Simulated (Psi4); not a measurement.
isocyanic acid (CHNO), singlet, at a GFN2-xTB geometry. Base run: MP2/3-21G in Psi4.

Psi4 was given this input:
```
memory 2 GB

molecule mol {
0 1
N    -1.090199    0.195504    0.263220
C     0.048134   -0.049398    0.013786
O     1.145452   -0.105508   -0.338827
H    -1.821018   -0.228081    0.785354
}

set {
  basis 3-21g
  reference rhf
}

energy('mp2')
print_variables()
```

Each row names what was changed in the base input (with any setting that the change needs).

| change | ΔE vs base (mEh) | MP2 correlation (Eh) | basis functions |
|---|---|---|---|
| base | 0.000 | -0.33011 | 29 |
| method = scs-mp2 | 11.033 | -0.33010 | 29 |
| method = qcisd(t) | -11.513 | -0.33010 | 29 |
| puream = off | -0.021 | -0.33013 | 29 |
| method = dlpno-mp2 | 0.030 | -0.33008 | 29 |
| method = mp2.5 | 9.959 | -0.33011 | 29 |
| method = mp3 | 19.917 | -0.33011 | 29 |
| method = omp2 | -12.238 | -0.33011 | 29 |
| method = fno-ccsd(t) | -10.152 | -0.33010 | 29 |
| method = cisd | 31.573 | -0.33010 | 29 |
